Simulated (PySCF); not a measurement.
**MnF4: what the settings change**

MnF4: Mn(IV) (d3), charge 0. The structure is a PBE0-D3(BJ)/def2-TZVP geometry optimised for multiplicity 4; coordination tetrahedral, point group C2, metal–donor distances 1.69–1.71 Å.

```
5

Mn    0.0000    0.0000    0.0000
F     1.1923    1.0071    0.7047
F    -1.1923   -1.0071    0.7047
F    -1.0497    0.8674   -0.9942
F     1.0497   -0.8674   -0.9942
```

Method (PySCF 2.14, density fitting): CASSCF(3,5) with orbitals averaged over all microstates of the shell, strongly contracted NEVPT2 on the averaged canonical orbitals; basis x2c-TZVPall on the metal, x2c-SVPall elsewhere; spin-free X2C; gas phase; spin-orbit coupling by state interaction with the mean-field operator over all roots.

Base run: NEVPT2 ground state 4B (from 4T1), next 4B (from 4T1) at 8867, then 2A (from 2E) at 8972 cm⁻¹, 10Dq(CASSCF) 11041, B(CASSCF) 1006, ζ 319 cm⁻¹, D 8.68 cm⁻¹, g 1.940 1.943 1.986, μeff(300 K) 3.81 μB.

(1) What happens with the basis x2c-TZVPall on all atoms?

(2) What happens with orbitals averaged over the highest spin alone?

No frequencies were computed for the optimised geometry. Charge-transfer states lie outside this active space and may come lower than some of these levels. NEVPT2 lifts 4A (from 4T1) from 8530 to 10736 cm⁻¹; on the d shell alone such lifts tend to overshoot. An active orbital has only 0.74 squared overlap with the free ion's shell, so the metal shell alone is a small active space here. NEVPT2 on the d shell alone tends to put d–d bands too high for such charged or covalently bound ions.

Results:

(1) NEVPT2 ground state 4B (from 4T1), next 4B (from 4T1) at 8760, then 2A (from 2E) at 9143 cm⁻¹, 10Dq(CASSCF) 11064, B(CASSCF) 1009, ζ 320 cm⁻¹, D 8.75 cm⁻¹, g 1.938 1.942 1.986, μeff(300 K) 3.81 μB. It took 8.9 s against 5.8 s on a shared host of the same kind.

(2) NEVPT2 ground state 4B (from 4T1), next 4B (from 4T1) at 8924, then 2A (from 2E) at 9287 cm⁻¹, 10Dq(CASSCF) 11143, B(CASSCF) 1030, ζ 328 cm⁻¹, D 8.96 cm⁻¹, g 1.936 1.940 1.985, μeff(300 K) 3.81 μB.
